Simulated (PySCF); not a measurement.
Ru: excitation energy

Ru [Kr] 4d7 5s1 (5F) → Ru [Kr] 4d6 5s1 5p1 (high-spin determinant), as a difference of total energies. Calculation: PySCF 2.14, in x2c-TZVPPall with one added diffuse shell each of s, p, d, f type (9s7p7d3f1g, 95 functions); scalar relativity by spin-free X2C-1e. Correlated levels: valence: [Kr] frozen; valence and next inner shell: [Ar] 3d10 frozen. The calculations carry no spin-orbit coupling.

```tsv
method	excitation energy (eV)
UHF	1.689
LDA	3.773
PBE	3.653
PBE0	3.361
r2SCAN	3.353
M06	3.924
TPSS	3.712
LC-wPBE	3.089
TPSSh	3.597
MP2 (valence)	3.050
SCS-MP2 (valence)	3.367
MP2 (valence and next inner shell)	3.049
SCS-MP2 (valence and next inner shell)	3.179
```

Problem. How much does correlation contribute at MP2 (valence and next inner shell)?

Solution. 3.049 − (1.689) = 1.360 eV, measured against UHF.

A first-order spin-orbit estimate (lowest level to lowest level, LS coupling) adds 0.109 eV.

The determinant of the upper state mixes LS terms, which raises its energy above the lowest term, most at the Hartree-Fock and MP2 levels.
